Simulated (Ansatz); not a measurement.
Cost and result for the atomization energy of C2H7NSi, SMILES `CN1C[SiH2]1` (11 atoms, 11 bonds).

Cartesian coordinates in Å:
```
C 1.235 -0.830 0.277
N 0.366 0.109 -0.375
C -0.362 1.129 0.407
Si -1.279 0.138 -0.835
H 2.161 -0.338 0.592
H 1.500 -1.630 -0.418
H 0.781 -1.290 1.169
H -0.550 0.882 1.456
H -0.035 2.157 0.264
H -2.219 -0.889 -0.321
H -1.598 0.561 -2.216
```

The species carries charge 0 and has multiplicity 1. The structure was optimised at the PBE0-D4/def2-TZVP level. Program: Ansatz. All runs use 2 threads of an Intel Xeon on a shared host. Times are those of one run each, without the atoms' runs, and a repeat can differ threefold. Electronic energies, without spin–orbit coupling; frozen cores. CCSD(T)/CBS adds CCSD(T) − MP2 in def2-TZVPP to the MP2 limit, and its time is that of the two runs behind it. T1 = 0.012. HSE06 is the plane-wave form, built on full-range PBE exchange.

CCSD(T)/CBS is a level of theory with its own doubt, some kJ/mol a heavy atom from the limit and from the frozen cores, so smaller differences don't rank the functionals.

```csv
level,functions,wall time,atomization (kJ/mol),difference from CCSD(T)/CBS,per bond
BLYP-D4/def2-TZVPP,233,2.5 s,3906.0,3.7,0.3
revPBE-D4/def2-TZVPP,233,2.6 s,3894.4,-7.9,-0.7
PBE0-D4/def2-TZVPP,233,3.1 s,3917.8,15.5,1.4
PBE-D4/def2-TZVPP (with forces),233,3.2 s,3979.9,77.6,7.1
HSE06-D4/def2-TZVPP,233,3.6 s,3920.7,18.4,1.7
CCSD(T)/def2-SVP,95,3.7 s,3674.8,-227.5,-20.7
CAM-B3LYP-D4/def2-TZVPP,233,3.9 s,3930.3,28.0,2.5
r2SCANh-D4/def2-TZVPP,233,5 s,3886.0,-16.3,-1.5
r2SCAN-D4/def2-TZVPP (with forces),233,5.5 s,3906.5,4.2,0.4
B97M-V/def2-TZVPP,233,10 s,3917.5,15.2,1.4
MP2/def2-QZVPP,451,23 s,3896.0,-6.3,-0.6
CCSD(T)/def2-TZVPP,233,3.6 min,3796.3,-106.0,-9.6
CCSD(T)/CBS(def2),–,4 min,3902.3,0.0,0.0
```

The D4 term adds +32.3 kJ/mol with B3LYP and +16.8 kJ/mol with PBE0; it sums over pairs of atoms, weighted by their polarisabilities, and B3LYP, whose exchange is more repulsive, gets the larger term. Leaving LDA and LC-ωPBE aside and taking each functional with its dispersion term where it has one, the values, not all of them listed here, spread over 169.1 kJ/mol, from BHLYP-D4 to PBE-D4. LDA lies +501.5 kJ/mol from PBE without D4, its usual overbinding. In def2-TZVPP, CCSD(T) changes the Hartree–Fock value by +1000.2 kJ/mol (the triples alone add +55.3 kJ/mol) and MP2 by +1036.5 kJ/mol; breaking electron pairs costs correlation energy, which Hartree–Fock lacks.

B3LYP here is the variant with VWN-RPA as its local correlation; programs differ in this.
